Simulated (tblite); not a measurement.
Species: C₃H₁₀SeSi₂.
Bonds: Si1–Si2, Si2–C3, C3–C4, C4–Se5, Se5–C6, C3–C6. Hydrogens: H7, H8, H9 on Si1; H10, H11 on Si2; H12 on C3; H13, H14 on C4; H15, H16 on C6.

Computed with GFN2-xTB (tblite), gas phase: L-BFGS steps from a force-field or distance-geometry start until the largest atomic force falls under 0.01 eV/Å.

Step 27: E = -492.8790 eV
```
atom  x, y, z in Å  |  force x, y, z in eV/Å
Si1     2.3163   -0.2437   -0.1495    0.009  -0.002   0.009
Si2     0.3488   -0.3107   -1.3644   -0.014   0.017   0.029
C3     -1.1528    0.0581   -0.2386    0.006   0.001  -0.005
C4     -1.2626   -0.8859    0.9652   -0.004   0.000  -0.020
Se5    -1.0750    0.5696    2.2952    0.018   0.005   0.030
C6     -1.0514    1.3999    0.4967   -0.005  -0.002   0.001
H7      2.5483    1.0663    0.4635    0.009   0.014   0.001
H8      2.3316   -1.2251    0.9381    0.008  -0.011   0.005
H9      3.4704   -0.5297   -1.0042   -0.002  -0.001  -0.003
H10     0.2571    0.6921   -2.4349    0.014  -0.002  -0.023
H11     0.0437   -1.6175   -1.9619    0.011  -0.021  -0.028
H12    -2.0681    0.0207   -0.8348   -0.009   0.003   0.017
H13    -0.4598   -1.6158    1.0649    0.004  -0.011  -0.007
H14    -2.2218   -1.3927    1.0632   -0.027   0.005   0.007
H15    -0.1301    1.9577    0.3324    0.011   0.007  -0.010
H16    -1.9023    2.0656    0.3579   -0.031  -0.001  -0.003
```

Step 28: E = -492.8792 eV
```
atom  x, y, z in Å  |  force x, y, z in eV/Å
Si1     2.3187   -0.2437   -0.1496    0.000  -0.005   0.003
Si2     0.3492   -0.3104   -1.3623    0.008   0.022   0.030
C3     -1.1526    0.0578   -0.2375    0.007   0.004  -0.023
C4     -1.2643   -0.8856    0.9659   -0.002  -0.006  -0.032
Se5    -1.0686    0.5689    2.2944    0.019   0.011   0.044
C6     -1.0531    1.3997    0.4965   -0.002   0.003   0.007
H7      2.5513    1.0664    0.4623    0.010   0.017   0.005
H8      2.3340   -1.2261    0.9369    0.009  -0.011   0.009
H9      3.4728   -0.5299   -1.0043   -0.003  -0.001  -0.005
H10     0.2578    0.6927   -2.4325    0.012  -0.003  -0.023
H11     0.0449   -1.6170   -1.9594    0.009  -0.029  -0.032
H12    -2.0660    0.0206   -0.8359   -0.026  -0.002   0.009
H13    -0.4654   -1.6197    1.0621    0.015  -0.017   0.002
H14    -2.2254   -1.3885    1.0639   -0.037   0.005   0.015
H15    -0.1350    1.9611    0.3286    0.026   0.011  -0.009
H16    -1.9061    2.0626    0.3596   -0.042   0.001   0.001
```

Step 29: E = -492.8797 eV
```
atom  x, y, z in Å  |  force x, y, z in eV/Å
Si1     2.3232   -0.2439   -0.1497   -0.010  -0.006  -0.002
Si2     0.3504   -0.3097   -1.3583    0.039   0.019   0.016
C3     -1.1522    0.0574   -0.2361    0.000   0.010  -0.041
C4     -1.2675   -0.8853    0.9666    0.000  -0.016  -0.038
Se5    -1.0569    0.5679    2.2937    0.018   0.012   0.046
C6     -1.0560    1.3996    0.4963    0.002   0.015   0.015
H7      2.5564    1.0668    0.4604    0.010   0.016   0.010
H8      2.3380   -1.2281    0.9350    0.011  -0.008   0.013
H9      3.4771   -0.5302   -1.0048   -0.007  -0.001  -0.007
H10     0.2594    0.6940   -2.4285    0.011  -0.008  -0.020
H11     0.0473   -1.6167   -1.9551    0.007  -0.027  -0.034
H12    -2.0625    0.0203   -0.8380   -0.048  -0.008  -0.003
H13    -0.4749   -1.6268    1.0573    0.021  -0.018   0.014
H14    -2.2323   -1.3807    1.0653   -0.040   0.009   0.024
H15    -0.1433    1.9672    0.3218    0.036   0.012  -0.006
H16    -1.9137    2.0571    0.3628   -0.048   0.000   0.010
```

**Question.** Estimate the geometry and energy of step 30. (The exact step hangs on the optimiser's Hessian estimate; all steps are aligned on step 29, rigid shifts and turns removed.)

**Answer.** E = -492.8803 eV, largest force 0.072 eV/Å
```
atom  x, y, z in Å  |  force x, y, z in eV/Å
Si1     2.3297   -0.2442   -0.1499   -0.017  -0.004  -0.002
Si2     0.3529   -0.3084   -1.3522    0.067   0.004  -0.013
C3     -1.1517    0.0571   -0.2347   -0.014   0.016  -0.052
C4     -1.2722   -0.8851    0.9669    0.001  -0.023  -0.033
Se5    -1.0392    0.5665    2.2935    0.015   0.005   0.026
C6     -1.0602    1.3997    0.4961    0.005   0.028   0.019
H7      2.5640    1.0676    0.4575    0.011   0.011   0.016
H8      2.3441   -1.2311    0.9324    0.013  -0.002   0.017
H9      3.4831   -0.5308   -1.0059   -0.012  -0.001  -0.008
H10     0.2620    0.6959   -2.4228    0.010  -0.015  -0.014
H11     0.0510   -1.6166   -1.9492    0.008  -0.014  -0.030
H12    -2.0583    0.0197   -0.8412   -0.068  -0.013  -0.018
H13    -0.4888   -1.6374    1.0506    0.016  -0.012   0.026
H14    -2.2433   -1.3687    1.0679   -0.027   0.019   0.035
H15    -0.1549    1.9764    0.3117    0.032   0.008   0.003
H16    -1.9258    2.0487    0.3679   -0.039  -0.006   0.027
```

The energy changes by -0.0006 eV. The first-order estimate −F·Δx gives -0.0008 eV and the mean of the old and new forces, exact on a quadratic surface, -0.0006 eV. The step makes an angle of 83° with the force vector and moves no atom by more than 0.019 Å.

What follows is the cost of the whole relaxation. On one thread, Arm Neoverse V1 (aarch64), shared host with 64 logical CPUs at a one-minute load of 37, this took 0.56 s of wall time.
